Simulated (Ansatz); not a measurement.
Reaction (formal exchange of groups at the Si–B bond): `N[B]([SiH3])[GeH3]` + `CC[SiH2]N` → `CC[SiH](N)[SiH3]` + `N[BH][GeH3]`

Gas-phase electronic energies from Ansatz, PBE0-D4/def2-TZVP geometries. CCSD(T)/CBS is the MP2 limit (def2-TZVPP, def2-QZVPP) plus CCSD(T) − MP2 in def2-TZVPP, frozen cores. DFT in def2-TZVPP. B3LYP here is the variant with VWN-RPA as its local correlation; programs differ in this. For Ge outer-core shells are correlated without core-valence functions, which leaves a few kJ/mol of doubt a bond. Scalar relativity is left out up to krypton. Each species was taken in one conformer, which may not be the lowest.

```json
{"level": "B3LYP-D4", "ΔE (kJ/mol)": "-10.9"}
{"level": "ωB97X-V", "ΔE (kJ/mol)": "-10.5"}
{"level": "PBE", "ΔE (kJ/mol)": "-11.6"}
{"level": "MP2/def2-TZVPP", "ΔE (kJ/mol)": "-7.2"}
{"level": "CCSD(T)/def2-TZVPP", "ΔE (kJ/mol)": "-8.2"}
{"level": "HF/def2-QZVPP", "ΔE (kJ/mol)": "-8.4"}
{"level": "MP2/def2-QZVPP", "ΔE (kJ/mol)": "-7.5"}
{"level": "HF/CBS(def2)", "ΔE (kJ/mol)": "-8.4"}
```

Task: What does CCSD(T)/CBS give? (An estimate is asked.)

Result: The calculation gave: -8.7 kJ/mol. The listed levels differ from it by -2.2, -1.8, -2.9, 1.5, 0.5, 0.3, 1.2, 0.3 kJ/mol.

Largest T1 diagnostic among the species: 0.013.
